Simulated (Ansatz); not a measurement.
Consider the formal exchange of groups at a B–B bond: `BB1BO1` + `C[S][AlH2]` → `[BH2][AlH][S]C` + `B1BO1`.

Isolated molecules relaxed with PBE0-D4/def2-TZVP in Ansatz; ΔE leaves out vibrations. CCSD(T)/CBS is the MP2 limit (def2-TZVPP, def2-QZVPP) plus CCSD(T) − MP2 in def2-TZVPP, frozen cores. This one scheme is used for every species. Functionals use def2-TZVPP. One conformer a species, not always the lowest.

```json
{"level": "PBE-QIDH", "ΔE (eV)": "0.36"}
{"level": "PBE", "ΔE (eV)": "0.49"}
{"level": "BHLYP", "ΔE (eV)": "0.39"}
{"level": "MP2/CBS(def2)", "ΔE (eV)": "0.33"}
```

Q: What does CCSD(T)/CBS give? (Best estimate.)

A: Computed: +0.33 eV. The listed levels differ from it by 0.03, 0.16, 0.06, 0.00 eV.

Largest T1 diagnostic among the species: 0.017.

From PBE to PBE0 (25 % exact exchange), in def2-TZVPP and without D4, ΔE moves by −0.07 eV. Leaving LDA and LC-ωPBE aside and taking each functional with its dispersion term where it has one, the values, not all of them listed here, spread over 0.28 eV, from ωB97X-V to B97M-V. LDA lies +0.08 eV from PBE without D4.
